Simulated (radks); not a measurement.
Results of a calculation; reference values are marked as such.
Initial-state core-level shifts of neutral sulfur when its valence configuration changes from [Ne] 3s2 3p4. Level of theory: scalar-relativistic Kohn-Sham, PBEsol, spin-polarised, spherical densities, finite nucleus; open shells are filled with parallel spins first; Fermi nuclear charge, rms radius 3.2611 fm (a radial shooting solver on a logarithmic mesh with Libxc functionals). Shifts are changes of the shell-averaged eigenvalues in eV (positive: less bound); the change of the density at the nucleus, which sets a Mossbauer isomer shift, is in e/bohr^3, on a base of 2946.

\begin{tabular}{lrrrr}
valence & 1s & 2s & 2p & density at nucleus \\ \hline
3s1.5 3p4.5 & -0.764 & -0.753 & -0.745 & -4.7488 \\
3p6 & -3.033 & -2.976 & -2.945 & -19.7128 \\
3s1 3p5 & -1.527 & -1.504 & -1.489 & -9.5118 \\
3s0.5 3p5.5 & -2.326 & -2.279 & -2.257 & -14.5923 \\
\end{tabular}
